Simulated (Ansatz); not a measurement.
CH5BSi, SMILES `B[SiH]=C` (charge 0, multiplicity 1).

Z-matrix (Å, degrees):
```
Si
C 1 1.7252
H 2 1.0833 1 124.64
H 2 1.0838 3 114.80 1 -179.99
H 1 1.4792 2 117.35 3 0.03
B 1 1.9648 5 123.15 2 179.97
H 6 1.1892 1 123.13 5 -0.02
H 6 1.1902 7 119.11 1 179.98
```
Charge 0, multiplicity 1.

Frozen-core energies in 6-31g from Ansatz (a first-principles code) at a geometry from B3LYP-D3(BJ)/def2-TZVP; the HF reference has <S^2> = 0.00 (restricted, and unstable towards unrestricted orbitals) and the T1 diagnostic is 0.015.

```
level    energy (Ha)
-------  -----------
HF        -354.22592
MP2       -354.42835
CCSD      -354.46674
CCSD(T)   -354.47431
```

### Question
Estimate the energies of CCSDT and CCSDT(Q), and give each level's difference from CCSDT(Q).

### Answer

```json
[
 {"level": "MP2", "energy (Ha)": "-354.42835", "difference from CCSDT(Q) (mHa)": "47.44"},
 {"level": "CCSD", "energy (Ha)": "-354.46674", "difference from CCSDT(Q) (mHa)": "9.05"},
 {"level": "CCSD(T)", "energy (Ha)": "-354.47431", "difference from CCSDT(Q) (mHa)": "1.48"},
 {"level": "CCSDT", "energy (Ha)": "-354.47518", "difference from CCSDT(Q) (mHa)": "0.61"},
 {"level": "CCSDT(Q)", "energy (Ha)": "-354.47579", "difference from CCSDT(Q) (mHa)": "0.00"}
]
```
